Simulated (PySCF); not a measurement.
Isomers of C11H7N, mass 153.058 u with the commonest isotopes. Level of theory: PBE0/pcSseg-1 in PySCF (dipole) on a GFN2-xTB geometry, gas phase. One conformer each, none proved a minimum here; rigid rotors.

**Question.** Order these by rotational constant B, smallest first.
A. `N#Cc1ccc2ccccc2c1` (2-cyanonaphthalene)
B. `N#Cc1cccc2ccccc12` (1-naphthonitrile)
C. `c1cnccc1C#CC(=C)C#C`
D. `C#CC1=C[C@H]2C=C[C@]1(C#N)C=C2`

**Answer.** C (395.6 MHz), A (614.8 MHz), B (964.4 MHz), D (1004 MHz).

**Question.** Order these by dipole moment, smallest first.
A. 2-cyanonaphthalene, `N#Cc1ccc2ccccc2c1`
B. `C#CC(=C)C#CC1=CC=NC=C1`
C. 1-naphthonitrile, `N#Cc1cccc2ccccc12`

**Answer.** B (2.34 D), C (4.59 D), A (5.13 D).

**Question.** Order these by radius of gyration √(Σ m r²/M), largest first.
A. 2-cyanonaphthalene, `N#Cc1ccc2ccccc2c1`
B. `C1=C([C@]2(C#N)C=C[C@H]1C=C2)C#C`
C. `c12cccc(c2cccc1)C#N` (1-naphthonitrile)
D. `C#CC(=C)C#Cc1ccncc1`

**Answer.** D (3.092 Å), A (2.564 Å), C (2.369 Å), B (2.191 Å).

```csv
SMILES,point group,Ia (u·Å²),Ib (u·Å²),Ic (u·Å²),κ,μa (D),μb (D),μc (D)
N#Cc1cccc2ccccc12,Cs,335.05,524.01,859.06,-0.18,3.53,2.95,0.00
C#CC1=C[C@H]2C=C[C@]1(C#N)C=C2,Cs,317.09,503.24,648.86,-0.45,3.99,2.24,0.00
C#CC(=C)C#Cc1ccncc1,Cs,185.47,1277.41,1462.87,-0.96,2.28,0.52,0.00
N#Cc1ccc2ccccc2c1,Cs,183.86,821.98,1005.84,-0.90,5.04,0.96,0.00
```
